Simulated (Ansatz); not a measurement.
Z-matrix (Å, degrees):
```
Ge
O 1 1.748
F 1 1.741 2 106.6
H 1 1.535 2 111.5 3 -114.6
H 1 1.529 2 108.2 3 115.5
Ge 2 1.784 1 128.0 3 48.4
H 6 1.534 2 105.2 1 152.9
H 6 1.540 2 108.7 1 33.4
H 6 1.535 2 108.5 1 -87.5
```

Charge 0, multiplicity 1.

Question: List the PBE/def2-TZVPP orbital energies in eV (Ansatz). (An estimate is asked.)

Answer: Ansatz gave: Occupied: -10805.45, -10804.96, -1338.70, -1338.28, -1192.13, -1192.11, -1192.10, -1191.70, -1191.68, -1191.68, -659.13, -510.29, -163.42, -162.91, -114.92, -114.85, -114.80, -114.40, -114.32, -114.31, -31.13, -30.81, -30.65, -30.63, -30.61, -30.32, -30.17, -30.16, -30.10, -30.10, -28.08, -23.76, -14.66, -13.27, -10.56, -10.24, -10.22, -9.08, -9.07, -8.91, -8.27, -7.58, -7.13. Lowest empty: -1.09, -0.48, -0.15, 0.41, 0.80, 0.92, 1.14, 2.20.
